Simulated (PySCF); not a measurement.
ReH6 at several levels of theory

Computed with PySCF 2.14.0 (density fitting, no spin-orbit coupling) at the geometry relaxed with PBE0:

```xyz
7
ReH6 (doublet; a saddle point, relaxed within its symmetry)
Re    0.0000    0.0000    0.0000
H     0.6032    0.3239    1.5293
H     0.3239    0.6032   -1.5293
H     1.5293   -0.6032   -0.3239
H    -0.6032    1.5293    0.3239
H    -1.5293   -0.3239   -0.6032
H    -0.3239   -1.5293    0.6032
```

| level | basis | state | HOMO (eV) | gap (eV) | charge on Re1 (e) | dipole about the centre of mass (D) | largest force component (eV/Å) |
| --- | --- | --- | --- | --- | --- | --- | --- |
| PBE0 | Re def2-SVP with ECP60, H def2-SVP | doublet | -8.01 | 4.11 | 0.56 | 0.00 | 0.01 |
| B3LYP | the same | doublet | -7.85 | 3.63 | 0.60 | 0.00 | 0.13 |
| TPSSh | the same | doublet | -7.54 | 3.04 | 0.67 | 0.00 | 0.14 |
| revPBE | the same | doublet | -6.76 | 1.74 | 0.47 | 0.00 | 0.24 |
| PBE0 | Re def2-TZVP with ECP60, H def2-TZVP | doublet | -8.11 | 4.21 | -0.15 | 0.00 | 0.02 |
| PBE0 | Re x2c-SVPall, H x2c-SVPall | doublet | -8.20 | 4.06 | -0.33 | 0.00 | 0.31 |

HOMO and gap are taken over both spins. Charges are Mulliken's, which hang on the basis. The relaxation used the grid (50, 194), these runs (75, 302) or, all-electron (x2c bases, spin-free X2C Hamiltonian), (99, 590).

(1) What does M06-L with Re def2-SVP with ECP60, H def2-SVP give here?

Open shells may have lower solutions than the one found.

## Answers

(1) state doublet, HOMO (eV) -6.95, gap (eV) 2.46, charge on Re1 (e) 1.04, dipole about the centre of mass (D) 0.00, largest force component (eV/Å) 0.23. Time: 3.8 s on 2 threads of Arm Neoverse V2, on a shared host, from an already converged density.
